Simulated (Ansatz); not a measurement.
C₂H₇BFNO. Charge 0, multiplicity 1. The bonds changed during the relaxation, so this is another structure than the one it started from. The geometry is a stationary point of PBE0-D4/def2-TZVP. It is one conformer, not always the lowest.

```xyz
13

B     0.651    0.020   -1.160
C     0.985    0.376    0.410
C    -0.450    0.035    0.717
N    -0.967    0.087   -0.674
O    -0.708   -1.220    1.187
F    -1.140    0.953    1.476
H     0.855    0.861   -1.998
H     0.872   -1.115   -1.496
H     1.176    1.432    0.605
H     1.706   -0.226    0.963
H    -1.413    0.977   -0.868
H    -1.600   -0.675   -0.888
H     0.035   -1.505    1.726
```

Q: What is the dipole moment at r2SCAN/def2-TZVPP? (An estimate is asked.)

A: The calculation gave: 1.87 D, with components (-1.61, -0.40, 0.85) D in this frame, pointing from negative to positive charge.

Q: And with PBE, B3LYP, ωB97M-V? (An estimate is asked.)

A: Computed: PBE 1.92 D, B3LYP 1.78 D, ωB97M-V 1.82 D.

Q: Give the Mulliken charges with r2SCAN, PBE, ωB97M-V in def2-TZVPP. (Estimate.)

A: The calculation gave: 
| atom | r2SCAN | PBE | ωB97M-V |
| --- | --- | --- | --- |
| B1 | -0.16 | -0.23 | -0.32 |
| C2 | -0.19 | -0.21 | -0.29 |
| C3 | 0.30 | 0.19 | 0.29 |
| N4 | 0.00 | 0.00 | 0.00 |
| O5 | -0.31 | -0.24 | -0.27 |
| F6 | -0.21 | -0.16 | -0.19 |
| H7 | -0.02 | 0.00 | 0.06 |
| H8 | -0.03 | -0.01 | 0.06 |
| H9 | 0.06 | 0.07 | 0.11 |
| H10 | 0.02 | 0.05 | 0.07 |
| H11 | 0.15 | 0.16 | 0.14 |
| H12 | 0.16 | 0.17 | 0.14 |
| H13 | 0.23 | 0.21 | 0.20 |

B3LYP here is the variant with VWN-RPA as its local correlation; programs differ in this.
